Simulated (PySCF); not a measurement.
Species: CH11PSi3.
Atom-mapped SMILES: `[SiH3:1][CH2:2][Si@@H:3]([SiH3:4])[PH2:5]` (hydrogens: H6, H7, H8 on Si1; H9, H10 on C2; H11 on Si3; H12, H13, H14 on Si4; H15, H16 on P5)

Cartesian coordinates in Å at the PBE0-D3(BJ)/def2-SVP level; atoms count from 1:
```
atom  x, y, z in Å
Si1   -2.060   -1.054   -0.008
C2    -1.019   -0.384    1.410
Si3    0.597    0.466    0.920
Si4    1.941   -0.947   -0.387
P5     0.329    2.379   -0.272
H6    -2.545    0.058   -0.881
H7    -1.240   -1.984   -0.846
H8    -3.246   -1.801    0.512
H9    -1.627    0.325    1.998
H10   -0.768   -1.225    2.081
H11    1.351    0.851    2.156
H12    1.412   -1.021   -1.785
H13    3.342   -0.428   -0.436
H14    1.957   -2.331    0.185
H15   -0.721    2.881    0.559
H16   -0.571    1.781   -1.207
```

Method used: PySCF, PBE0-D3(BJ)/def2-SVP geometry optimisation, gas phase.

Masses are those of the commonest isotopes; rigid-rotor values at the optimised geometry. The values belong to one conformer with, in the numbering `[SiH3:1][CH2:2][Si@@H:3]([SiH3:4])[PH2:5]`, Si1–C2–Si3–Si4 -55°, C2–Si3–P5–H 44° and -50°.

(1) What are A, B and C (cm⁻¹)?

(2) What kind of rotor is it?

(3) Is it planar, by Δ = Ic − Ia − Ib?

(4) List the rotational levels J(Ka,Kc) to J = 3 (cm⁻¹).

(5) Which lines would a microwave search look for?

(6) Estimate the classical rotational partition function at 50 K, 200 K and 298.15 K.

Results:

(1) Ia = 297.45, Ib = 391.46, Ic = 558.40 u·Å²; 505379 MHz·u·Å²/I gives 1699, 1291 and 905.0 MHz, that is A = 0.05667, B = 0.04306, C = 0.03019 cm⁻¹.

(2) An asymmetric top: κ = (2 × 1291 − 1699 − 905.0)/(1699 − 905.0) = -0.03.

(3) Not planar: Δ = Ic − Ia − Ib = -130.51 u·Å². For a rigid frame Δ = −2 Σ m c², so Σ m c² = 65.26 u·Å² lies off the ab plane: 19.15 from hydrogen and 46.11 from heavier atoms. The atom farthest from that plane is 2.13 Å away.

(4) Above 0(0,0):
J = 1: 1(0,1) 0.0733, 1(1,1) 0.0869, 1(1,0) 0.0997
J = 2: 2(0,2) 0.2140, 2(1,2) 0.2205, 2(1,1) 0.2591, 2(2,1) 0.2999, 2(2,0) 0.3057
J = 3: 3(0,3) 0.4156, 3(1,3) 0.4179, 3(1,2) 0.4933, 3(2,2) 0.5197, 3(2,1) 0.5436, 3(3,1) 0.6230, 3(3,0) 0.6248

(5) The dipole components are |μa| = 1.26 D, |μb| = 0.27 D, |μc| = 0.95 D. The squared components, which scale the intensities, stand as 1.00 : 0.05 : 0.57 (a : b : c). Some lines, for components of 0.1 D or more:

| type | branch | J(Ka,Kc) | MHz | lower level (cm⁻¹) |
| --- | --- | --- | --- | --- |
| a | Q | 1(1,0) ← 1(1,1) | 386 | 0.087 |
| c | Q | 1(1,1) ← 1(0,1) | 408 | 0.073 |
| b | Q | 1(1,0) ← 1(0,1) | 794 | 0.073 |
| a | Q | 2(1,1) ← 2(1,2) | 1158 | 0.220 |
| c | Q | 2(2,1) ← 2(1,1) | 1224 | 0.259 |
| b | Q | 2(1,1) ← 2(0,2) | 1353 | 0.214 |
| b | Q | 2(2,0) ← 2(1,1) | 1397 | 0.259 |
| a | R | 1(0,1) ← 0(0,0) | 2196 | 0.000 |
| b | Q | 2(2,1) ← 2(1,2) | 2382 | 0.220 |
| b | R | 1(1,1) ← 0(0,0) | 2604 | 0.000 |
| c | R | 1(1,0) ← 0(0,0) | 2990 | 0.000 |
| b | R | 2(0,2) ← 1(1,1) | 3811 | 0.087 |
| a | R | 2(1,2) ← 1(1,1) | 4006 | 0.087 |
| a | R | 2(0,2) ← 1(0,1) | 4219 | 0.073 |
| b | R | 2(1,2) ← 1(0,1) | 4414 | 0.073 |
| a | R | 2(1,1) ← 1(1,0) | 4778 | 0.100 |
| c | R | 2(1,1) ← 1(0,1) | 5572 | 0.073 |
| b | R | 2(2,1) ← 1(1,0) | 6002 | 0.100 |
| c | R | 2(2,0) ← 1(1,0) | 6176 | 0.100 |
| c | R | 2(2,1) ← 1(1,1) | 6388 | 0.087 |
| b | R | 2(2,0) ← 1(1,1) | 6562 | 0.087 |

(6) Point group C1, symmetry number σ = 1; q = (√π/σ)·√((kT/h)³/(ABC)), k/h = 20836.6 MHz/K: 42300 at 50 K, 338000 at 200 K, 616000 at 298.15 K.

No PBE0-D3(BJ)/def2-SVP frequencies stand behind this structure, so it isn't proved a minimum. Zero-point vibration and centrifugal distortion are left out. A rigid rotor knows nothing of internal rotation, which can split or shift real lines.
